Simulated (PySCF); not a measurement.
Structure with atom numbers: `[CH:1]#[C:2][CH2:3][C:4](=[O:5])[C:6](=[CH2:7])[F:8]`. Each H is labelled by its parent atom. Ha(C7) is cis to C4; Hb(C7) is trans to C4.

Geometry: GFN2-xTB; GIAO shifts from PySCF, gas phase, non-relativistic, averaged over equivalent atoms.

At HSE06/MINI (45 basis functions, 11 s wall time on 1 thread of an Intel Xeon Platinum 8259CL, shared host):
| atoms | δ (ppm) |
| --- | --- |
| C6 | 129.0 |
| C4 | 122.9 |
| C7 | 97.5 |
| C1 | 67.8 |
| C2 | 55.6 |
| C3 | 36.1 |
| O5 | 835.2 |
| F8 | -43.4 |
| Ha(C7) | 6.60 |
| Hb(C7) | 6.22 |
| H(C3) | 4.11 |
| H(C1) | 3.26 |

Chemical shifts δ = σref − σ; TMS for 13C (226.10 ppm), 1H (30.71 ppm); 17O (376.25 ppm) vs H2O; 19F (236.66 ppm) vs CFCl3, all at this level.

Q: Estimate the result of repeating the calculation with PBE0/pcSseg-1.

A: 
```tsv
atoms	δ at PBE0/pcSseg-1	change
C6	170.2	+41.2
C4	192.7	+69.8
C7	110.9	+13.4
C1	81.4	+13.6
C2	80.3	+24.7
C3	32.5	-3.6
O5	640.2	-195.0
F8	-115.9	-72.5
Ha(C7)	6.14	-0.46
Hb(C7)	5.57	-0.65
H(C3)	3.47	-0.64
H(C1)	1.71	-1.55
```

Scale: 13C (σ = 186.93 ppm) and 1H (σ = 31.72 ppm) vs TMS; H2O for 17O (σ = 336.08 ppm); CFCl3 for 19F (σ = 170.95 ppm) (reference shieldings calculated alike).

The largest change is at O5 (ketone oxygen). Cost: 161 basis functions, 28 s wall time on 1 thread of an Intel Xeon Platinum 8259CL, shared host. The order of the carbon signals changes between the two levels.

Unscaled 19F shifts against computed CFCl3 carry errors that often reach 10 to 50 ppm. Unscaled 17O shifts of doubly bonded oxygen tend to come out too high, by tens of ppm or more. Experimental scales use liquid or dissolved standards, which lie at an offset from isolated H2O (liquid H2O: subtract about 36 ppm).
